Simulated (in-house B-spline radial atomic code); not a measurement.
RPA and G0W0 for Nb5+, [Ar] 3d10 4s2 4p6, as one setting changes: the share of exact exchange in the PBE hybrid start. A dash marks a level of low quasi-particle weight. Computed with an all-electron radial atomic-structure program (B-spline basis): all electrons, scalar-relativistic (spin-free one-electron X2C), finite nucleus, each spin shell either full or empty, empty states to l = 9 with an (l + 1/2)⁻⁴ tail; G0W0 by contour deformation at full frequency.

```tsv
share of exact exchange in the PBE hybrid start	mean-field level (eV)	G0W0 level (eV)	RPA correlation (Eh)
0	-93.98	4p -102.89	-2.7586
0.1	-94.97	4p -102.93	-2.7343
0.2	-95.96	4p -102.97	-2.7108
0.3	-96.95	4p -103.01	-2.688
0.4	-97.93	4p -103.04	-2.6658
0.5	?	?	?
0.6	-99.91	4p -103.09	-2.6234
0.7	-100.90	4p -103.12	-2.603
0.8	-101.89	4p -103.14	-2.5831
0.9	?	?	?
1	-103.86	4p -103.17	-2.5449
```

(1) What belongs in the row for 0.9?

(2) What belongs in the row for 0.5?

(3) At what share of exact exchange does G0W0 leave the highest level unchanged?

Results:

(1) mean-field level (eV): -102.87; G0W0 level (eV): 4p -103.16; RPA correlation (Eh): -2.5638.

(2) mean-field level (eV): -98.92; G0W0 level (eV): 4p -103.07; RPA correlation (Eh): -2.6443.

(3) Near 0.93, where the shift changes sign (-0.282 eV at 0.9, +0.689 eV at 1).
